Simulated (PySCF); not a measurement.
Species: C₅H₇NOSi.
Bonds: Si1–O2, O2–C3, C3–C4 (aromatic), C4–C5 (aromatic), C5–C6 (aromatic), C6–C7 (aromatic), C7–N8 (aromatic), C3–N8 (aromatic). Hydrogens: H9, H10, H11 on Si1; H12 on C4; H13 on C5; H14 on C6; H15 on C7.

The same species was optimised twice, with GFN2-xTB and with PBE0-D3(BJ)/def2-SVP (PySCF), and the same property calculations (PySCF, gas phase) were run on both structures.

```json
{"coordinate": "Si1–O2 (Å)", "GFN2-xTB": "1.651", "PBE0-D3(BJ)/def2-SVP": "1.711", "change": "+0.060"}
{"coordinate": "C7–N8 (Å)", "GFN2-xTB": "1.324", "PBE0-D3(BJ)/def2-SVP": "1.333", "change": "+0.009"}
{"coordinate": "C5–C6 (Å)", "GFN2-xTB": "1.390", "PBE0-D3(BJ)/def2-SVP": "1.399", "change": "+0.009"}
{"coordinate": "O2–C3 (Å)", "GFN2-xTB": "1.327", "PBE0-D3(BJ)/def2-SVP": "1.335", "change": "+0.008"}
{"coordinate": "C6–C7 (Å)", "GFN2-xTB": "1.382", "PBE0-D3(BJ)/def2-SVP": "1.390", "change": "+0.008"}
{"coordinate": "C4–C5 (Å)", "GFN2-xTB": "1.380", "PBE0-D3(BJ)/def2-SVP": "1.386", "change": "+0.006"}
{"coordinate": "C3–C4 (Å)", "GFN2-xTB": "1.398", "PBE0-D3(BJ)/def2-SVP": "1.403", "change": "+0.005"}
{"coordinate": "C3–N8 (Å)", "GFN2-xTB": "1.324", "PBE0-D3(BJ)/def2-SVP": "1.325", "change": "+0.001"}
{"coordinate": "Si1–O2–C3 (°)", "GFN2-xTB": "122.3", "PBE0-D3(BJ)/def2-SVP": "117.7", "change": "-4.6"}
{"coordinate": "C3–C4–C5 (°)", "GFN2-xTB": "118.1", "PBE0-D3(BJ)/def2-SVP": "117.5", "change": "-0.6"}
{"coordinate": "O2–C3–N8 (°)", "GFN2-xTB": "117.1", "PBE0-D3(BJ)/def2-SVP": "116.6", "change": "-0.5"}
{"coordinate": "C6–C7–N8 (°)", "GFN2-xTB": "123.3", "PBE0-D3(BJ)/def2-SVP": "122.9", "change": "-0.4"}
{"coordinate": "C4–C3–N8 (°)", "GFN2-xTB": "122.8", "PBE0-D3(BJ)/def2-SVP": "123.2", "change": "+0.4"}
{"coordinate": "C4–C5–C6 (°)", "GFN2-xTB": "119.2", "PBE0-D3(BJ)/def2-SVP": "119.6", "change": "+0.4"}
{"coordinate": "C3–N8–C7 (°)", "GFN2-xTB": "118.6", "PBE0-D3(BJ)/def2-SVP": "118.8", "change": "+0.2"}
{"coordinate": "C5–C6–C7 (°)", "GFN2-xTB": "118.1", "PBE0-D3(BJ)/def2-SVP": "118.0", "change": "-0.1"}
{"coordinate": "Si1–O2–C3–C4 (°)", "GFN2-xTB": "180", "PBE0-D3(BJ)/def2-SVP": "180", "change": "0"}
```

Rotational constants: A = 4979, B = 1141, C = 938.5 MHz (GFN2-xTB) against A = 4810, B = 1151, C = 939.4 MHz (PBE0-D3(BJ)/def2-SVP). Point groups within 0.08 Å: Cs and Cs.

On the GFN2-xTB structure: lowest singlet, TDDFT (eV) 5.22 [PBE0/def2-SVPD]; lowest triplet, Tamm–Dancoff (eV) 4.05 [PBE0/def2-SVPD]; isotropic polarisability (au) 92.3 [PBE0/def2-SVPD]; HOMO (eV) -7.07 [PBE0/def2-SVPD]; LUMO (eV) -0.88 [PBE0/def2-SVPD]; dipole (D) 1.58 [PBE0/def2-SVPD]; HOMO (eV) -7.07 [PBE0/pcSseg-1]; LUMO (eV) -0.83 [PBE0/pcSseg-1]; dipole (D) 1.53 [PBE0/pcSseg-1]; GIAO shielding of Si1 (ppm) 392.3 [PBE0/pcSseg-1]; GIAO shielding of O2 (ppm) 208.1 [PBE0/pcSseg-1]; GIAO shielding of C3 (ppm) 18.0 [PBE0/pcSseg-1]; GIAO shielding of C4 (ppm) 70.2 [PBE0/pcSseg-1]; GIAO shielding of C5 (ppm) 41.4 [PBE0/pcSseg-1]; GIAO shielding of C6 (ppm) 65.8 [PBE0/pcSseg-1]; GIAO shielding of C7 (ppm) 32.9 [PBE0/pcSseg-1]; GIAO shielding of N8 (ppm) -41.8 [PBE0/pcSseg-1].

Q: What do these properties become on the PBE0-D3(BJ)/def2-SVP structure?

A: 
```
                                    property           level  on GFN2-xTB  on PBE0-D3(BJ)/def2-SVP  change
                  lowest singlet, TDDFT (eV)  PBE0/def2-SVPD         5.22                     5.15   -0.07
           lowest triplet, Tamm–Dancoff (eV)  PBE0/def2-SVPD         4.05                     3.96   -0.09
               isotropic polarisability (au)  PBE0/def2-SVPD         92.3                     94.5    +2.2
                                   HOMO (eV)  PBE0/def2-SVPD        -7.07                    -7.09   -0.02
                                   LUMO (eV)  PBE0/def2-SVPD        -0.88                    -0.98   -0.10
                                  dipole (D)  PBE0/def2-SVPD         1.58                     1.82   +0.24
energy, GFN2-xTB geometry as zero (kcal/mol)  PBE0/def2-SVPD          0.0                     -3.0    -3.0
                                   HOMO (eV)   PBE0/pcSseg-1        -7.07                    -7.10   -0.03
                                   LUMO (eV)   PBE0/pcSseg-1        -0.83                    -0.93   -0.10
                                  dipole (D)   PBE0/pcSseg-1         1.53                     1.82   +0.29
energy, GFN2-xTB geometry as zero (kcal/mol)   PBE0/pcSseg-1          0.0                     -2.3    -2.3
                 GIAO shielding of Si1 (ppm)   PBE0/pcSseg-1        392.3                    389.5    -2.8
                  GIAO shielding of O2 (ppm)   PBE0/pcSseg-1        208.1                    195.7   -12.4
                  GIAO shielding of C3 (ppm)   PBE0/pcSseg-1         18.0                     16.2    -1.8
                  GIAO shielding of C4 (ppm)   PBE0/pcSseg-1         70.2                     68.8    -1.4
                  GIAO shielding of C5 (ppm)   PBE0/pcSseg-1         41.4                     39.2    -2.2
                  GIAO shielding of C6 (ppm)   PBE0/pcSseg-1         65.8                     63.2    -2.6
                  GIAO shielding of C7 (ppm)   PBE0/pcSseg-1         32.9                     31.2    -1.7
                  GIAO shielding of N8 (ppm)   PBE0/pcSseg-1        -41.8                    -42.0    -0.2
```

The heavy atoms differ by 0.042 Å rms after alignment. Among bonds between heavy atoms Si1–O2 changes most (+0.060 Å). Changes are differences of the printed values. Neither structure is proved a minimum here.

Conformer computed: `[SiH3:1][O:2][c:3]1[cH:4][cH:5][cH:6][cH:7][n:8]1`: Si1–O2–C3–C4 180°.
